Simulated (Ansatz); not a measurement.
Stepwise reaction of `[CH3][Al]([SiH3])[SiH3]` with water, as a gas-phase model of exchange steps in deposition or etching. ΔE in kJ/mol.

Gas-phase electronic energies from Ansatz, PBE0-D4/def2-TZVP geometries. CCSD(T)/CBS is the MP2 limit (def2-TZVPP, def2-QZVPP) plus CCSD(T) − MP2 in def2-TZVPP, frozen cores. This one scheme is used for every species. Functionals use def2-TZVPP. B3LYP here is the variant with VWN-RPA as its local correlation; programs differ in this. Each species was taken in one conformer, which may not be the lowest.

```
step                                                          reaction  PBE-D4  B3LYP-D4  ωB97M-V  CCSD(T)/CBS
   1  `[CH3][Al]([SiH3])[SiH3]` + H₂O → `[CH3][Al]([OH])[SiH3]` + SiH₄  -120.5    -142.3   -145.7       -137.0
```

(1) Give the row of step 2, `[CH3][Al]([OH])[SiH3]` + H₂O → `[CH3][Al]([OH])[OH]` + SiH₄. (An estimate is asked.)

(2) By hand: ΔE of the 2 steps together at CCSD(T)/CBS.

Results:

(1) The calculation gave: 
| step | reaction | PBE-D4 | B3LYP-D4 | ωB97M-V | CCSD(T)/CBS |
| --- | --- | --- | --- | --- | --- |
| 2 | `[CH3][Al]([OH])[SiH3]` + H₂O → `[CH3][Al]([OH])[OH]` + SiH₄ | -114.1 | -137.8 | -140.7 | -133.6 |

(2) (-137.0) + (-133.6) = -270.6 kJ/mol, or -135.3 kJ/mol a step.

In ΔE the steps differ by no more than 3.4 kJ/mol. All are downhill at CCSD(T)/CBS. PBE-D4 differs from CCSD(T)/CBS by 16.5 to 19.5 kJ/mol a step. Isolated molecules leave out the surface, adducts and barriers. Largest T1 diagnostic: 0.013.
